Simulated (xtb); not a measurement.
C₂H₇NOSi₂, SMILES [SiH2]([SiH2]C)OC#N. All values are semi-empirical tight-binding results from xtb (GFN2-xTB unless named), good for trends rather than for accurate numbers. Coordinates come from a GFN2-xTB optimisation. The structure was generated by enumeration, and PubChem lists no compound with its InChIKey, so it may never have been made. The values are those of a single conformer.

Optimised geometry:

```xyz
13

C     -3.0000    -0.5406     0.6617
Si    -1.3396     0.3794     0.6704
Si     0.0173    -0.4870    -0.9939
O      1.5263     0.2106    -0.8529
C      2.3850     0.3330     0.0475
N      3.1866     0.4595     0.8546
H     -2.8724    -1.6008     0.8617
H     -3.5025    -0.4466    -0.2970
H     -3.6677    -0.1441     1.4201
H     -0.7326     0.2534     2.0062
H     -1.6063     1.8148     0.4714
H     -0.1987    -0.0922    -2.3846
H      0.2652    -1.9341    -0.9635
```

Task: Estimate the properties. (An estimate is asked for; the answer gives what the named calculation found.)

Result: 
- orbital gap: 4.32 eV
- dipole moment: 5.27 D
- zero-point energy: 51.5 kcal/mol
- G − E(el) at 298.15 K (modified RRHO): 29.6 kcal/mol
- static polarisability (D4 model): 88.8 bohr³
- solvation energy, GFN2-xTB/ALPB(water): -6.5 kcal/mol
- solvation energy, GFN2-xTB/ALPB(acetone): -8.4 kcal/mol

Computed atomic charges and the Wiberg bond orders between heavy atoms:
charges (e) C1 -0.21, Si2 0.38, Si3 0.45, O4 -0.31, C5 0.25, N6 -0.32, H7 0.03, H8 0.02, H9 0.03, H10 -0.08, H11 -0.09, H12 -0.07, H13 -0.08. Bond orders C1–Si2 0.92, Si2–Si3 0.83, Si3–O4 0.89, O4–C5 1.26, C5–N6 2.65.
